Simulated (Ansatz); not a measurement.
`BOC[SiH2]C` + arsine → `C[SiH2][AsH2]` + `BOC` at 298.15 K and 1 bar (ligand exchange at the Si–C bond).

Calculated with Ansatz (gas phase, PBE0-D4/def2-TZVP geometries, no zero-point term in ΔE). CCSD(T)/CBS adds triple-zeta CCSD(T) − MP2 to the extrapolated MP2 energy (def2 sets, frozen cores). For As outer-core shells are correlated without core-valence functions, which leaves a few kJ/mol of doubt a bond. Scalar relativity is left out up to krypton. One conformer a species, not always the lowest.

| species | CCSD(T)/CBS energy (Eh) | H − E (kJ/mol) | S (J/(mol·K)) |
| --- | --- | --- | --- |
| `BOC[SiH2]C` | -470.59670 | 305.7 | 361.0 |
| `[AsH3]` | -2236.79077 | 67.8 | 222.9 |
| `C[SiH2][AsH2]` | -2566.35921 | 201.7 | 332.1 |
| `BOC` | -141.04597 | 181.1 | 267.5 |

H − E and S are ideal-gas, rigid-rotor, harmonic terms from PBE0-D4/def2-TZVP, for one conformer and one mirror image of each species. 1 Eh = 2625.50 kJ/mol, R = 8.31446 J/(mol·K).

By hand: ΔE, ΔH, ΔS and ΔG.

ΔE = (-2566.35921) + (-141.04597) − (-470.59670) − (-2236.79077) = -0.01771 Eh = -46.5 kJ/mol. Δ(H − E) = 201.7 + 181.1 − 305.7 − 67.8 = 9.3, so ΔH = -37.2 kJ/mol. ΔS = 332.1 + 267.5 − 361.0 − 222.9 = 15.7 J/(mol·K). ΔG = -37.2 − 298.15 × (15.7)/1000 = -41.9 kJ/mol.

By hand: the equilibrium constant, and the temperature at which ΔG would vanish if ΔH and ΔS stayed fixed.

log₁₀ K = −ΔG/(RT ln 10) = 7.3. ΔH and −TΔS have one sign here, so there is no such temperature.

ΔH outweighs TΔS. A doubt of 5 kJ/mol in ΔE shifts log₁₀ K by 0.9 here. Other conformers and mirror images would add mixing entropy, several J/(mol·K) or more a flexible species. These are equilibria of isolated gas molecules and say nothing of rates. Largest T1 diagnostic: 0.014 (customary marks: 0.02 for closed shells, 0.045 for open ones).
